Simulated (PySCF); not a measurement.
Cl₃MoO (SMILES [O]=[Mo]([Cl])([Cl])[Cl]), doublet, geometry from GFN2-xTB (such geometries of metal compounds can be far from the true shape) (all electrons, no relativity); PySCF with R2SCAN/3-21G.

PySCF was given this input:
```python
from pyscf import gto, scf, dft

mol = gto.M(
    atom='''
Mo    0.284599   -0.045938   -0.270035
O     1.675581   -0.811226   -0.654370
Cl    0.480483    0.714098    1.854075
Cl   -0.809682    1.381344   -1.395241
Cl   -1.162438   -1.600194    0.516250
''',
    basis='3-21g',
    charge=0,
    spin=1,
    verbose=4,
    symmetry=True,
)

mf = dft.UKS(mol)
mf.xc = 'r2scan'
mf.kernel()
mf.analyze()
```

It wrote (shortened):

```
PySCF version 2.14.0

[INPUT] verbose = 4
[INPUT] num. atoms = 5
[INPUT] num. electrons = 101
[INPUT] charge = 0
[INPUT] spin (= nelec alpha-beta = 2S) = 1
[INPUT] symmetry True subgroup None
[INPUT] Mole.unit = angstrom
[INPUT] Symbol           X                Y                Z      unit          X                Y                Z       unit  Magmom
[...]
nuclear repulsion = 821.93186148331
point group symmetry = C1
symmetry origin: [0. 0. 0.]
symmetry axis x: [1. 0. 0.]
symmetry axis y: [0. 1. 0.]
symmetry axis z: [0. 0. 1.]
num. orbitals of irrep A = 84
number of shells = 40
number of NR pGTOs = 177
number of NR cGTOs = 84
basis = 3-21g
ecp = {}

******** <class 'pyscf.dft.uks.UKS'> ********
method = UKS
initial guess = minao
damping factor = 0
level_shift factor = 0
DIIS = <class 'pyscf.scf.diis.CDIIS'>
diis_start_cycle = 1
diis_space = 8
diis_damp = 0
SCF conv_tol = 1e-09
SCF conv_tol_grad = None
SCF max_cycles = 50
direct_scf = True
direct_scf_tol = 1e-13
number electrons alpha = 51  beta = 50
XC library pyscf.dft.libxc version 7.1.2
    S. Lehtola, C. Steigemann, M. J. T. Oliveira, and M. A. L. Marques,  SoftwareX 7, 1–5 (2018)
XC functionals = r2scan
    J. W. Furness, A. D. Kaplan, J. Ning, J. P. Perdew, and J. Sun,  J. Phys. Chem. Lett. 11, 8208–8215 (2020)
    J. W. Furness, A. D. Kaplan, J. Ning, J. P. Perdew, and J. Sun,  J. Phys. Chem. Lett. 11, 9248–9248 (2020)
    J. W. Furness, A. D. Kaplan, J. Ning, J. P. Perdew, and J. Sun,  J. Phys. Chem. Lett. 11, 8208–8215 (2020)
    J. W. Furness, A. D. Kaplan, J. Ning, J. P. Perdew, and J. Sun,  J. Phys. Chem. Lett. 11, 9248–9248 (2020)
radial grids:
    Treutler-Ahlrichs [JCP 102, 346 (1995); DOI:10.1063/1.469408] (M4) radial grids

becke partition: Becke, JCP 88, 2547 (1988); DOI:10.1063/1.454033
pruning grids: <function nwchem_prune>
grids dens level: 3
symmetrized grids: True
atomic radii adjust function: <function treutler_atomic_radii_adjust>
small_rho_cutoff = 0
Set gradient conv threshold to 3.16228e-05
tot grids = 93160
init E= -5400.99882993598

cycle= 1 E= -5405.71319998777  delta_E= -4.71  |g|= 1.49  |ddm|= 2.65
cycle= 2 E= -5392.90717423884  delta_E= 12.8  |g|= 4.03  |ddm|= 5.78
cycle= 3 E= -5403.57372990161  delta_E= -10.7  |g|= 2.65  |ddm|= 4.45
cycle= 4 E= -5405.88352431416  delta_E= -2.31  |g|= 1.95  |ddm|= 2.59
cycle= 5 E= -5405.34648595138  delta_E= 0.537  |g|= 2.02  |ddm|= 1.73
cycle= 6 E= -5406.47098869394  delta_E= -1.12  |g|= 1.48  |ddm|= 1.12
[...]
converged SCF energy = -5407.45197321286  <S^2> = 0.75483323  2S+1 = 2.0048274
Total Energy =                       -5407.451973212861049
[...]
spin_pop of  1 O 2s        0.00091
spin_pop of  1 O 3s        0.00014
spin_pop of  1 O 2px      -0.02827
spin_pop of  1 O 2py      -0.02308
spin_pop of  1 O 2pz      -0.00739
spin_pop of  1 O 3px       0.00012
spin_pop of  1 O 3py       0.00013
spin_pop of  1 O 3pz       0.00017
spin_pop of  2 Cl 1s        0.00000
spin_pop of  2 Cl 2s       -0.00000
spin_pop of  2 Cl 3s        0.00121
spin_pop of  2 Cl 4s        0.00004
spin_pop of  2 Cl 2px       0.00000
spin_pop of  2 Cl 2py       0.00000
spin_pop of  2 Cl 2pz      -0.00000
spin_pop of  2 Cl 3px       0.02160
spin_pop of  2 Cl 3py       0.05288
spin_pop of  2 Cl 3pz       0.01077
spin_pop of  2 Cl 4px       0.00008
spin_pop of  2 Cl 4py       0.00008
spin_pop of  2 Cl 4pz       0.00010
spin_pop of  3 Cl 1s        0.00000
spin_pop of  3 Cl 2s       -0.00000
spin_pop of  3 Cl 3s        0.00129
spin_pop of  3 Cl 4s        0.00021
spin_pop of  3 Cl 2px       0.00000
spin_pop of  3 Cl 2py       0.00000
spin_pop of  3 Cl 2pz      -0.00000
spin_pop of  3 Cl 3px       0.03062
spin_pop of  3 Cl 3py       0.00328
spin_pop of  3 Cl 3pz      -0.00379
spin_pop of  3 Cl 4px       0.00040
spin_pop of  3 Cl 4py       0.00025
spin_pop of  3 Cl 4pz       0.00004
spin_pop of  4 Cl 1s        0.00000
spin_pop of  4 Cl 2s       -0.00000
spin_pop of  4 Cl 3s        0.00121
spin_pop of  4 Cl 4s        0.00004
spin_pop of  4 Cl 2px      -0.00000
spin_pop of  4 Cl 2py      -0.00000
spin_pop of  4 Cl 2pz       0.00000
spin_pop of  4 Cl 3px      -0.00425
spin_pop of  4 Cl 3py      -0.00222
spin_pop of  4 Cl 3pz       0.09172
spin_pop of  4 Cl 4px       0.00003
spin_pop of  4 Cl 4py       0.00004
spin_pop of  4 Cl 4pz       0.00019
 ** Mulliken Spin Density (per atom)  **
spin density of  0 Mo =      0.85145
spin density of  1 O =     -0.05728
spin density of  2 Cl =      0.08676
spin density of  3 Cl =      0.03230
spin density of  4 Cl =      0.08677
 ** Mulliken pop alpha/beta on meta-lowdin orthogonal AOs **
 ** Mulliken pop       alpha | beta **
In total            51.00000 | 50.00000
 ** Mulliken atomic charges   ( Nelec_alpha | Nelec_beta ) **
charge of  0Mo =      0.87927  (    20.98609     20.13464 )
charge of  1O =     -0.20420  (     4.07346      4.13074 )
charge of  2Cl =     -0.23933  (     8.66304      8.57629 )
charge of  3Cl =     -0.19642  (     8.61436      8.58206 )
charge of  4Cl =     -0.23932  (     8.66304      8.57628 )
Dipole moment(X, Y, Z, Debye):  0.66040,  0.60585, -1.85921
```
